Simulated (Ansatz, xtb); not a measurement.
## Two isomers of C5H11BO

Structure a is `CBOCC1CC1`, a singlet and structure b is `C=C(C)BOCC`, a singlet. Both are isolated molecules in the gas phase, relaxed with B3LYP-D3(BJ)/def2-SVP; each stands in its lowest conformer found.

Question: Estimate which is lower in electronic energy at CCSD(T)/def2-SVP + ΔMP2/def2-TZVPP, and by roughly how much.

Answer: The CCSD(T)/def2-SVP + ΔMP2/def2-TZVPP calculation puts structure b lower, by 39.0 kJ/mol.

The same difference at several levels:

| level | geometry | E(b) − E(a) (kJ/mol) | departure from the last row (kJ/mol) | job, with rough time for the two |
| --- | --- | --- | --- | --- |
| GFN2-xTB | GFN2-xTB | +17.6 | +56.6 | optimisation, 0.43 s |
| HF/STO-3G | GFN2-xTB | +8.0 | +47.0 | single point, 0.4 s |
| r2SCAN-D4/def2-SVP | GFN2-xTB | −22.6 | +16.4 | single point, 4.2 s |
| B3LYP-D3(BJ)/def2-SVP | B3LYP-D3(BJ)/def2-SVP | −38.3 | +0.6 | optimisation, 77 s |
| HF/def2-SVP | B3LYP-D3(BJ)/def2-SVP | −40.0 | −1.0 | part of the CCSD(T) run |
| MP2/def2-SVP | B3LYP-D3(BJ)/def2-SVP | −23.0 | +15.9 | part of the CCSD(T) run |
| CCSD(T)/def2-SVP | B3LYP-D3(BJ)/def2-SVP | −34.3 | +4.6 | single point |
| CCSD(T)/def2-SVP + ΔMP2/def2-TZVPP | B3LYP-D3(BJ)/def2-SVP | −39.0 |  | single point, 2 min |

As drawn, b has 1 C=C in place of 2 C–C. Structure a has a 3-membered ring, b no ring.

GFN2-xTB, HF/STO-3G put the two in the other order. The largest departure from CCSD(T)/def2-SVP + ΔMP2/def2-TZVPP is that of GFN2-xTB, 56.6 kJ/mol. The last row adds to CCSD(T) the change of the MP2 difference between the two basis sets, here −4.6 kJ/mol.

With thermal terms from frequencies at re-optimised GFN2-xTB minima (ideal gas, soft modes damped towards free rotors, one conformer each, 298.15 K, 1 atm): on the last row, ΔE + ΔZPE = −42.1, ΔH = −40.2, ΔG = −43.9 kJ/mol.

The correlated steps freeze 7 core orbitals. Codes used: Ansatz 0.2.0, xtb 6.7.1; the last row on 4 threads of Arm Neoverse V1 on a shared host.
